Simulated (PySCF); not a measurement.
Zn(NH2)(NMe2), C2H8N2Zn, SMILES [NH2][Zn][N](C)C, B3LYP/def2-SVP optimised geometry.

```
13

Zn     0.56    -0.18     0.00
N      2.38    -0.18     0.00
H      2.84    -0.50    -0.85
H      2.84    -0.65     0.78
N     -1.26    -0.02     0.00
C     -2.16    -1.14    -0.09
C     -1.93     1.25     0.13
H     -2.81    -1.24     0.80
H     -2.84    -1.06    -0.97
H     -1.61    -2.09    -0.20
H     -2.60     1.47    -0.73
H     -2.57     1.30     1.04
H     -1.22     2.09     0.20
```

Density from B3LYP/def2-TZVP (PySCF) at that geometry.

Minimum of the electron density along straight lines between bonded atoms, close to the bond critical point (lines longer than 1.1 times the sum of covalent radii, or with two minima, are not listed):

```json
[
 {"bond": "Zn1–N2", "length / Å": "1.823", "ρ at the minimum / e bohr⁻³": "0.134", "∇²ρ there / e bohr⁻⁵": "0.51", "position (fraction from the first atom)": "0.49"},
 {"bond": "N2–H3", "length / Å": "1.020", "ρ at the minimum / e bohr⁻³": "0.328", "∇²ρ there / e bohr⁻⁵": "-1.48", "position (fraction from the first atom)": "0.73"},
 {"bond": "N2–H4", "length / Å": "1.020", "ρ at the minimum / e bohr⁻³": "0.328", "∇²ρ there / e bohr⁻⁵": "-1.48", "position (fraction from the first atom)": "0.73"},
 {"bond": "Zn1–N5", "length / Å": "1.822", "ρ at the minimum / e bohr⁻³": "0.134", "∇²ρ there / e bohr⁻⁵": "0.53", "position (fraction from the first atom)": "0.49"},
 {"bond": "N5–C6", "length / Å": "1.442", "ρ at the minimum / e bohr⁻³": "0.278", "∇²ρ there / e bohr⁻⁵": "-0.74", "position (fraction from the first atom)": "0.59"},
 {"bond": "N5–C7", "length / Å": "1.443", "ρ at the minimum / e bohr⁻³": "0.278", "∇²ρ there / e bohr⁻⁵": "-0.73", "position (fraction from the first atom)": "0.59"},
 {"bond": "C6–H8", "length / Å": "1.114", "ρ at the minimum / e bohr⁻³": "0.269", "∇²ρ there / e bohr⁻⁵": "-0.89", "position (fraction from the first atom)": "0.64"},
 {"bond": "C6–H9", "length / Å": "1.114", "ρ at the minimum / e bohr⁻³": "0.269", "∇²ρ there / e bohr⁻⁵": "-0.90", "position (fraction from the first atom)": "0.64"},
 {"bond": "C6–H10", "length / Å": "1.103", "ρ at the minimum / e bohr⁻³": "0.275", "∇²ρ there / e bohr⁻⁵": "-0.94", "position (fraction from the first atom)": "0.64"},
 {"bond": "C7–H11", "length / Å": "1.114", "ρ at the minimum / e bohr⁻³": "0.269", "∇²ρ there / e bohr⁻⁵": "-0.90", "position (fraction from the first atom)": "0.64"},
 {"bond": "C7–H12", "length / Å": "1.114", "ρ at the minimum / e bohr⁻³": "0.269", "∇²ρ there / e bohr⁻⁵": "-0.89", "position (fraction from the first atom)": "0.64"},
 {"bond": "C7–H13", "length / Å": "1.103", "ρ at the minimum / e bohr⁻³": "0.275", "∇²ρ there / e bohr⁻⁵": "-0.94", "position (fraction from the first atom)": "0.64"}
]
```
